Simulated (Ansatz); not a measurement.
Calculated with Ansatz (gas phase, PBE0-D4/def2-TZVP geometries, no zero-point term in ΔE). CBS: MP2 limit from def2 TZ/QZ plus the TZ coupled-cluster correction, frozen cores. DFT in def2-TZVPP. One conformer a species, not always the lowest.

Consider the substitution at a C–B bond: `BB(C)CC` + `O=C(O)O` → `COC(=O)O` + `BBCC`.

`BB(C)CC`:

Cartesian coordinates in Å:
```
B 0.881 1.479 0.654
B 0.238 0.389 -0.411
C 0.195 0.716 -1.951
C -0.345 -0.994 0.062
C -0.652 -1.184 1.542
H 0.239 2.376 1.130
H 2.032 1.435 0.996
H 0.178 -0.179 -2.580
H 0.967 1.397 -2.315
H -0.766 1.227 -2.117
H -1.209 -1.266 -0.559
H 0.436 -1.709 -0.252
H -1.436 -0.499 1.874
H -0.989 -2.199 1.768
H 0.231 -0.989 2.159
```

`O=C(O)O`:

Z-matrix (Å, degrees):
```
C
O 1 1.331
O 1 1.331 2 108.9
O 1 1.200 2 125.6 3 180.0
H 2 0.965 1 106.3 3 -180.0
H 3 0.965 1 106.3 2 -180.0
```

`COC(=O)O`:

Z-matrix (Å, degrees):
```
C
O 1 1.424
H 1 1.091 2 110.6
H 1 1.087 2 105.6 3 119.5
H 1 1.091 2 110.6 3 -120.9
C 2 1.324 1 114.6 3 60.3
O 6 1.335 2 108.5 1 -180.0
O 6 1.201 2 126.4 1 0.0
H 7 0.964 6 106.1 2 180.0
```

`BBCC`:

Z-matrix (Å, degrees):
```
C
B 1 1.563
C 1 1.523 2 118.3
H 1 1.101 2 106.5 3 -125.5
H 1 1.101 2 106.4 3 125.4
B 2 1.639 1 129.0 3 -0.1
H 2 1.210 1 115.9 3 179.9
H 3 1.093 1 111.1 2 59.7
H 3 1.093 1 111.1 2 -59.7
H 3 1.093 1 112.2 2 180.0
H 6 1.201 2 122.2 1 -91.6
H 6 1.201 2 122.2 1 91.6
```

CCSD(T)/CBS gives +21.0 kcal/mol.

(1) Another level gave +17.4 kcal/mol. Which?
A. PBE-D4/def2-TZVPP
B. HF/def2-TZVPP
C. B2PLYP/def2-TZVPP
D. MP2/def2-TZVPP

Largest T1 diagnostic among the species: 0.014.

Answers

(1) B. HF/def2-TZVPP 17.4, PBE-D4 21.1, B2PLYP 19.9, MP2/def2-TZVPP 22.1 kcal/mol.

In def2-TZVPP, CCSD(T) changes the Hartree–Fock value by +3.2 kcal/mol (the triples alone add +0.2 kcal/mol) and MP2 by +4.7 kcal/mol.
